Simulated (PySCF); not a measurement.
Static response to an electric field

Species: CH9FSSi3.
SMILES with atom numbers: `[CH3:1][SiH2:2][Si@@H:3]([F:4])[S:5][SiH3:6]` (hydrogens: H7, H8, H9 on C1; H10, H11 on Si2; H12 on Si3; H13, H14, H15 on Si6)

Geometry (GFN2-xTB, Å), atoms numbered from 1 in this order:
```xyz
15
CH9FSSi3 angstrom
C     -2.9496    0.0664   -0.6016
Si    -1.8201   -0.3994    0.8509
Si     0.2751    0.4960    0.4894
F      1.0120    0.7198    1.9167
S      1.5113   -0.8885   -0.6167
Si     3.5167   -0.2308   -0.2424
H     -3.9549   -0.3168   -0.4550
H     -3.0245    1.1442   -0.7210
H     -2.5759   -0.3424   -1.5365
H     -1.8120   -1.8604    1.0105
H     -2.3872    0.1611    2.0883
H      0.4916    1.8090   -0.1076
H      3.7816   -0.3417    1.1839
H      4.2966   -1.1571   -1.0441
H      3.6350    1.1486   -0.7008
```

Level: CAM-B3LYP/def2-SVPD (PySCF), static field, nuclei fixed, core orbitals frozen in the response. The polarisability tensor in these axes (au):

```
x   148.08  -1.07  -6.15
y    -1.07  99.67   1.64
z    -6.15   1.64 100.08
```

Task: What are the eigenvalues, a third of the trace, and Δα (Δα² = ½Σ(αi − αj)² over the three pairs)?

Result: Principal values 97.97, 100.97 and 148.88 au; mean 115.94 au = 17.18 Å³ = 19.12 × 10⁻⁴⁰ C²·m²/J; Δα = 49.48 au (43 % of the mean).

Task: What is the dipole moment, and where does it point?

Result: (-1.09, 0.56, -0.91) D, 1.52 D in size, pointing from the negative to the positive side. Measured along this direction, the outermost atoms are H13 at the negative end and H8 and H7 at the positive end.

Task: Traceless (Buckingham) quadrupole moment about the centre of nuclear charge: eigenvalues?

Result: -9.45, -2.68, 12.13 D·Å. The values depend on the origin, since the dipole doesn't vanish. The electronic extent ⟨r²⟩ about the same centre is 1867 bohr², a root-mean-square distance of 2.53 Å for the 82 electrons.

Task: Directions of the eigenvectors, and the extent of the frame along each?

Result: Largest value along (0.99, -0.03, -0.13), where the nuclei span 8.28 Å; middle along (0.10, 0.75, 0.66), 3.44 Å; least along (0.08, -0.67, 0.74), 3.38 Å. 

Task: Form Σ f/ω² (atomic units) for the 8 lowest TDDFT singlets, given as eV and f, and set it beside the mean polarisability, which is this sum over all singlets: 5.57, 0.0109; 6.02, 0.0081; 6.50, 0.0026; 6.66, 0.0726; 6.80, 0.0242; 7.09, 0.0434; 7.21, 0.0100; 7.35, 0.0847.

Result: They add up to 4.01 au, 3.5 % of the 115.94 au; the largest single term is 1.21 au, from the state at 6.66 eV. Terms in order: 0.26, 0.17, 0.05, 1.21, 0.39, 0.64, 0.14, 1.16 au. Higher excitations give the rest. The strengths listed sum to 0.257.

Task: How large is μ²/3kT at 273 K beside α?

Result: In Gaussian units μ²/3kT = 20.42 Å³ against 17.18 Å³, a ratio of 1.19; the Debye molar polarisation (4π/3)N_A(α + μ²/3kT) is 94.8 cm³/mol, leaving out the vibrational part.

One conformer (not necessarily the lowest) at the GFN2-xTB geometry, without solvent, vibrations or thermal averaging.

The run behind these numbers computed excited states as well. The run took 76 s on an Arm Neoverse N1 with one thread, no GPU, shared host with 64 logical CPUs at a one-minute load of 55, and the process peaked at 0.97 GiB of memory.
